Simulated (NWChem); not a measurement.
All runs are NWChem calculations. System: Se, charge 0, spin multiplicity 3. Its SCF solution wasn't tested for a lower state. Level: ROCCSDT/def2-SVP, 9 core orbitals frozen.

The NWChem input:

```
start mol
memory heap 100 mb stack 700 mb global 1900 mb
geometry units angstroms nocenter noautoz
  Se     0.000000     0.000000     0.000000
  symmetry group D2h
end
basis spherical
  * library def2-svp
end
scf
  rohf
  nopen 2
  maxiter 100
  thresh 1e-7
  semidirect memsize 60000000 filesize 0
  # guess.movecs holds the orbitals of an unrestricted PBE0 run
  vectors input guess.movecs swap 16 18 output mol.movecs
end
tce
  freeze core 9
  ccsdt
  2eorb
  2emet 13
  thresh 1e-6
  maxiter 100
  tilesize 24
end
task tce energy
```

Part of the output:

```
             Northwest Computational Chemistry Package (NWChem) 7.3.0
             --------------------------------------------------------

                                NWChem Input Module
                                -------------------

 Scaling coordinates for geometry "geometry" by  1.889725989
 (inverse scale =  0.529177249)

                             Geometry "geometry" -> ""
                             -------------------------

 Output coordinates in angstroms (scale by  1.889725989 to convert to a.u.)

  No.       Tag          Charge          X              Y              Z
 ---- ---------------- ---------- -------------- -------------- --------------
    1 Se                  34.0000     0.00000000     0.00000000     0.00000000

 Effective nuclear repulsion energy (a.u.)       0.0000000000

            Nuclear Dipole moment (a.u.)
            ----------------------------
        X                 Y               Z
 ---------------- ---------------- ----------------
     0.0000000000     0.0000000000     0.0000000000

      Symmetry information
      --------------------

 Group name             D2h
 Group number             26
 Group order               8
 No. of unique centers     1

      Symmetry unique atoms

     1


 Summary of "ao basis" -> "" (spherical)
 ------------------------------------------------------------------------------
       Tag                 Description            Shells   Functions and Types
 ---------------- ------------------------------  ------  ---------------------
 *                          def2-svp                  on all atoms

 Summary of "ao basis" -> "ao basis" (spherical)
 ------------------------------------------------------------------------------
       Tag                 Description            Shells   Functions and Types
 ---------------- ------------------------------  ------  ---------------------
 Se                         def2-svp                12       32   5s4p3d

                                 NWChem SCF Module
                                 -----------------

  ao basis        = "ao basis"
[...]
     2   1 0 1      0.000000      0.000000      0.000000
     2   0 2 0    -15.217470     -2.371577      0.000000
     2   0 1 1     -0.000000      0.000000      0.000000
     2   0 0 2    -12.665780     -4.743154      0.000000

                   NWChem Extensible Many-Electron Theory Module
                   ---------------------------------------------


            General Information
            -------------------
      Number of processors :     1
         Wavefunction type : Restricted open-shell Hartree-Fock
          No. of electrons :    34
           Alpha electrons :    18
            Beta electrons :    16
           No. of orbitals :    64
            Alpha orbitals :    32
             Beta orbitals :    32
        Alpha frozen cores :     9
         Beta frozen cores :     9
     Alpha frozen virtuals :     0
      Beta frozen virtuals :     0
         Spin multiplicity : triplet
    Number of AO functions :    32
       Number of AO shells :    12
        Use of symmetry is : on
      Symmetry adaption is : on
         Schwarz screening : 0.10D-09

          Correlation Information
          -----------------------
          Calculation type : Coupled-cluster singles, doubles, & triples
   Perturbative correction : none
            Max iterations :      100
        Residual threshold : 0.10D-05
     T(0) DIIS level shift : 0.00D+00
     L(0) DIIS level shift : 0.00D+00
     T(1) DIIS level shift : 0.00D+00
     L(1) DIIS level shift : 0.00D+00
     T(R) DIIS level shift : 0.00D+00
     T(I) DIIS level shift : 0.00D+00
   CC-T/L Amplitude update :  5-th order DIIS
                I/O scheme : Global Array Library
        L-threshold :  0.10D-05
        EOM-threshold :  0.10D-05
 no EOMCCSD initial starts read in
 TCE RESTART OPTIONS
 SLICE:      F
 D4D5:       F
 quantumc:   F
 qrotation:  F
 pwtce:      F
 qducc:      F
 nacto:                         0
 nrotv:                         0
 nrot:                          0

            Memory Information
            ------------------
          Available GA space size is     249034752 doubles
          Available MA space size is     104854764 doubles

 Maximum block size supplied by input
 Maximum block size        24 doubles

 tile_dim =      5

 -------------------------------------------------

 Global array virtual files algorithm will be used

 Parallel file system coherency ......... OK

 4-electron integrals stored in orbital form

 v2    file size   =             7459
 4-index algorithm nr.  13 is used
 imaxsize =       30
 imaxsize ichop =        0
 IN MAPPING 1 for UCC(4),CCSDT,CCSDTQ


 CCSDT iterations
 --------------------------------------------------------
 Iter          Residuum       Correlation     Cpu    Wall
 --------------------------------------------------------
    1   0.5381428209903  -0.1978592118931    66.3    66.3
    2   0.0973175946357  -0.1960071711879    49.1    49.1
    3   0.0379874184295  -0.2032475082344    49.8    49.8
    4   0.0125416358997  -0.2026731058705    68.8    68.8
    5   0.0050841428726  -0.2032939070602    66.3    66.3
    6   0.0013640483258  -0.2032950956458    64.4    64.4
    7   0.0004334008287  -0.2032960137026    46.8    46.8
    8   0.0001623978257  -0.2032961295011    50.7    50.7
    9   0.0000667281005  -0.2032968199934    40.4    40.4
   10   0.0000276438927  -0.2032974566538    41.6    41.6
   11   0.0000053078844  -0.2032978727129    49.3    49.3
   12   0.0000013416102  -0.2032979095255    56.2    56.2
   13   0.0000005375228  -0.2032979539731    47.1    47.1
 --------------------------------------------------------
 Iterations converged
 CCSDT correlation energy / hartree =        -0.203297953973061
 CCSDT total energy / hartree       =     -2399.729240301626760

 Singles contributions

 Doubles contributions

 Task  times  cpu:      702.3s     wall:      702.3s

 Total times  cpu:      702.3s     wall:      702.3s
```
